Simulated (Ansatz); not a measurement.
One change: `OP([SiH3])S` becomes `NP(O)S`.

Ansatz, PBE0-D4/def2-TZVP geometries, multiplicity 1. Each molecule was computed in one conformer, which needn't be the lowest.

| property | `OP([SiH3])S` |
| --- | --- |
| zero-point energy (PBE0-D4/def2-TZVP) / kJ/mol | 131.7 |
| HOMO–LUMO gap (PBE/def2-TZVPP) / eV | 4.57 |
| HOMO energy (ωB97M-V/def2-TZVPP) / eV | -9.14 |
| HOMO–LUMO gap (PBE0/def2-TZVPP) / eV | 6.55 |
| HOMO energy (PBE/def2-TZVPP) / eV | -5.99 |
| LUMO energy (B3LYP/def2-TZVPP) / eV | -0.75 |

Q: Give the same properties after the change, and the shifts. (Estimate.)

A: Ansatz gave: 
| property | `NP(O)S` | shift |
| --- | --- | --- |
| zero-point energy (PBE0-D4/def2-TZVP) / kJ/mol | 134.6 | 2.9 |
| HOMO–LUMO gap (PBE/def2-TZVPP) / eV | 4.58 | 0.01 |
| HOMO energy (ωB97M-V/def2-TZVPP) / eV | -8.79 | 0.35 |
| HOMO–LUMO gap (PBE0/def2-TZVPP) / eV | 6.65 | 0.10 |
| HOMO energy (PBE/def2-TZVPP) / eV | -5.48 | 0.51 |
| LUMO energy (B3LYP/def2-TZVPP) / eV | -0.25 | 0.50 |

With PBE0 the HOMO rises by 0.44 eV and the LUMO rises by 0.54 eV, so the gap widens by about 0.10 eV. PBE moves the HOMO by 0.51 eV and ωB97M-V by 0.35 eV. The zero-point energy changes by 2.9 kJ/mol with -3 modes.

B3LYP here is the variant with VWN-RPA as its local correlation; programs differ in this.
